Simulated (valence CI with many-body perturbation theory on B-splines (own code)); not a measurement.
**Level structure of Rh⁴⁰⁺**

Calculated by relativistic CI+MBPT: three valence electrons over a frozen Dirac-Fock core [He], radial functions for each j: 11 s, 11 p, 9 d, 7 f, 5 g, 2 h, 1 i, with the one-electron correlation potential Σ1 (screened to all orders), the two-electron term Σ2, the three-electron term Σ3, Breit, model QED; selected single and double excitations, second order for the rest (own B-spline code, finite nucleus).

The last digits are not significant, and no measured levels were compared; by estimate large intervals hold to a few tenths of a per cent, small ones and those within an open d or f shell to about a per cent.

Levels 1 to 45 of 99, with energies above the lowest level, (2s^2 2p1/2) J=1/2. "Leading %" is the weight of the configuration and term that name the level; weights of strongly mixed levels are sums over their largest components and can fall short. In the jj column 3d3/2^4 stands for four electrons in 3d with j = 3/2. Lifetimes count E1, E2, E3, M1 and M2 decay at the calculated energies, and are blank where another channel may lead or the interval is too uncertain; long ones can be off by a factor of two.

```
No.  Configuration  Term    J  E (× 10³ cm⁻¹)  Leading %             Leading jj  Lifetime
  1          2s²2p   ²P°  1/2            0.00         99      2s^2 2p1/2 (99 %)          
  2          2s2p²    ⁴P  1/2          997.14         67      2s 2p1/2^2 (94 %)    220 ps
  3          2s²2p   ²P°  3/2          1302.0         98      2s^2 2p3/2 (98 %)   39.0 ns
  4          2s2p²    ⁴P  3/2          2008.3         94  2s 2p1/2 2p3/2 (99 %)   1.47 ns
  5          2s2p²    ⁴P  5/2          2214.7         52  2s 2p1/2 2p3/2 (97 %)    409 ps
  6          2s2p²    ²D  3/2          2547.2         72  2s 2p1/2 2p3/2 (98 %)   5.42 ps
  7          2s2p²    ²P  1/2          2577.3         73  2s 2p1/2 2p3/2 (93 %)   3.63 ps
  8          2s2p²    ²D  5/2          3461.0         52      2s 2p3/2^2 (97 %)   24.0 ps
  9            2p³   ²P°  3/2          3652.6         42   2p1/2^2 2p3/2 (97 %)   5.31 ps
 10          2s2p²    ²S  1/2          3938.9         71      2s 2p3/2^2 (97 %)   4.37 ps
 11          2s2p²    ²P  3/2          3948.3         71      2s 2p3/2^2 (97 %)   2.68 ps
 12            2p³   ⁴S°  3/2          4761.4         52   2p1/2 2p3/2^2 (99 %)   3.21 ps
 13            2p³   ²D°  5/2          4895.9        100  2p1/2 2p3/2^2 (100 %)   3.94 ps
 14            2p³   ²P°  1/2          5148.6         99   2p1/2 2p3/2^2 (99 %)   2.61 ps
 15            2p³   ²P°  3/2          6289.1         56         2p3/2^3 (99 %)   2.19 ps
 16          2s²3s    ²S  1/2           27834         97         2s^2 3s (97 %)   33.3 fs
 17          2s²3p   ²P°  1/2           28192         95      2s^2 3p1/2 (95 %)    697 fs
 18         2s2p3s   ⁴P°  1/2           28534         88     2s 2p1/2 3s (98 %)   36.0 fs
 19          2s²3p   ²P°  3/2           28539         72      2s^2 3p3/2 (72 %)    126 fs
 20         2s2p3s   ⁴P°  3/2           28692         55     2s 2p1/2 3s (71 %)   38.5 fs
 21         2s2p3s   ²P°  1/2           28776         93     2s 2p1/2 3s (96 %)   49.2 fs
 22         2s2p3p    ⁴D  1/2           28838         73  2s 2p1/2 3p1/2 (99 %)   47.7 fs
 23          2s²3d    ²D  3/2           28859         88      2s^2 3d3/2 (88 %)   4.11 fs
 24         2s2p3p    ⁴D  3/2           28968         45  2s 2p1/2 3p1/2 (87 %)   86.9 fs
 25          2s²3d    ²D  5/2           28978         97      2s^2 3d5/2 (97 %)   4.95 fs
 26         2s2p3p    ⁴P  1/2           29128         55  2s 2p1/2 3p1/2 (96 %)   37.6 fs
 27         2s2p3p    ⁴P  3/2           29280         30  2s 2p1/2 3p3/2 (99 %)   38.0 fs
 28         2s2p3p    ²P  1/2           29382         44  2s 2p1/2 3p3/2 (89 %)   12.6 fs
 29         2s2p3p    ⁴D  5/2           29406         56  2s 2p1/2 3p3/2 (95 %)    320 fs
 30         2s2p3p    ²D  3/2           29433         49  2s 2p1/2 3p3/2 (97 %)   16.5 fs
 31         2s2p3d   ⁴F°  3/2           29493         75  2s 2p1/2 3d3/2 (99 %)   22.4 fs
 32         2s2p3d   ⁴F°  5/2           29604         66  2s 2p1/2 3d3/2 (71 %)   15.7 fs
 33         2s2p3d   ⁴P°  5/2           29674         43  2s 2p1/2 3d5/2 (77 %)   5.36 fs
 34         2s2p3d   ⁴D°  1/2           29705         62  2s 2p1/2 3d3/2 (93 %)   3.12 fs
 35         2s2p3d   ⁴D°  3/2           29709         40  2s 2p1/2 3d3/2 (82 %)   3.98 fs
 36         2s2p3d   ⁴F°  7/2           29777         47  2s 2p1/2 3d5/2 (96 %)   5.91 fs
 37         2s2p3s   ⁴P°  5/2           29828         74     2s 2p3/2 3s (74 %)   15.5 fs
 38         2s2p3d   ²D°  3/2           29857         48  2s 2p1/2 3d5/2 (80 %)   5.66 fs
 39         2s2p3d   ²F°  5/2           29873         39  2s 2p1/2 3d5/2 (73 %)   7.96 fs
 40          2p²3s    ⁴P  1/2           29888         51      2p1/2^2 3s (90 %)   40.4 fs
 41         2s2p3s   ²P°  3/2           29952         80     2s 2p3/2 3s (98 %)   29.0 fs
 42          2p²3p   ⁴D°  1/2           30144         40   2p1/2^2 3p1/2 (92 %)   33.7 fs
 43         2s2p3p    ⁴P  3/2           30225         49  2s 2p3/2 3p1/2 (99 %)   49.4 fs
 44         2s2p3p    ²D  5/2           30247         42  2s 2p3/2 3p1/2 (98 %)   22.4 fs
 45         2s2p3s   ²P°  1/2           30299         92     2s 2p3/2 3s (94 %)   23.0 fs
```

The ionisation energy to 2s² ¹S0 of the next ion comes out as 6163.1 eV (NIST: 6161 ± 5 eV (semi-empirical)). All 99 levels together are meant to be complete up to 32208 × 10³ cm⁻¹.
